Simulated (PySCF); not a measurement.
**Se⁻ (selenium, charge -1) across methods**

[Ar] 3d10 4s2 4p5, 2P determinant. All numbers are calculated (PySCF 2.14, the spin-free X2C one-electron Hamiltonian (Gaussian nucleus), in x2c-TZVPPall with one added diffuse shell each of s, p, d type (7s6p5d1f, 57 functions)).

```json
{"method": "M06-2X", "E (hartree)": "-2429.980", "mean ε 4s β (eV)": "-11.755", "mean ε 4p α (eV)": "-1.636", "mean ε 4p β (eV)": "-0.859", "Σ⟨r²⟩ (bohr²)": "57.24", "⟨S²⟩": "0.755"}
{"method": "UHF", "E (hartree)": "-2428.10121", "mean ε 4s β (eV)": "-14.563", "mean ε 4p α (eV)": "-3.232", "mean ε 4p β (eV)": "-2.130", "Σ⟨r²⟩ (bohr²)": "56.78", "⟨S²⟩": "0.760"}
{"method": "LDA", "E (hartree)": "-2426.308", "mean ε 4s β (eV)": "-9.340", "mean ε 4p α (eV)": "0.291", "mean ε 4p β (eV)": "0.905", "Σ⟨r²⟩ (bohr²)": "58.33", "⟨S²⟩": "0.752"}
{"method": "r2SCAN", "E (hartree)": "-2429.866", "mean ε 4s β (eV)": "-9.325", "mean ε 4p α (eV)": "0.153", "mean ε 4p β (eV)": "0.866", "Σ⟨r²⟩ (bohr²)": "57.16", "⟨S²⟩": "0.755"}
{"method": "B3LYP", "E (hartree)": "-2429.930", "mean ε 4s β (eV)": "-10.468", "mean ε 4p α (eV)": "-0.401", "mean ε 4p β (eV)": "0.235", "Σ⟨r²⟩ (bohr²)": "57.99", "⟨S²⟩": "0.753"}
{"method": "r2SCANh", "E (hartree)": "-2429.856", "mean ε 4s β (eV)": "-9.926", "mean ε 4p α (eV)": "-0.236", "mean ε 4p β (eV)": "0.503", "Σ⟨r²⟩ (bohr²)": "56.95", "⟨S²⟩": "0.755"}
{"method": "PBE0", "E (hartree)": "-2429.600", "mean ε 4s β (eV)": "-10.626", "mean ε 4p α (eV)": "-0.633", "mean ε 4p β (eV)": "0.090", "Σ⟨r²⟩ (bohr²)": "57.21", "⟨S²⟩": "0.754"}
{"method": "wB97M-V", "E (hartree)": "-2429.686", "mean ε 4s β (eV)": "-13.290", "mean ε 4p α (eV)": "-2.686", "mean ε 4p β (eV)": "-1.970", "Σ⟨r²⟩ (bohr²)": "57.56", "⟨S²⟩": "0.753"}
{"method": "PBE", "E (hartree)": "-2429.552", "mean ε 4s β (eV)": "-9.059", "mean ε 4p α (eV)": "0.396", "mean ε 4p β (eV)": "1.030", "Σ⟨r²⟩ (bohr²)": "58.45", "⟨S²⟩": "0.753"}
```

The highest occupied level is positive at LDA, r2SCAN, B3LYP, r2SCANh, PBE0, PBE: only the finite basis holds that electron, which in a density functional comes from self-interaction.
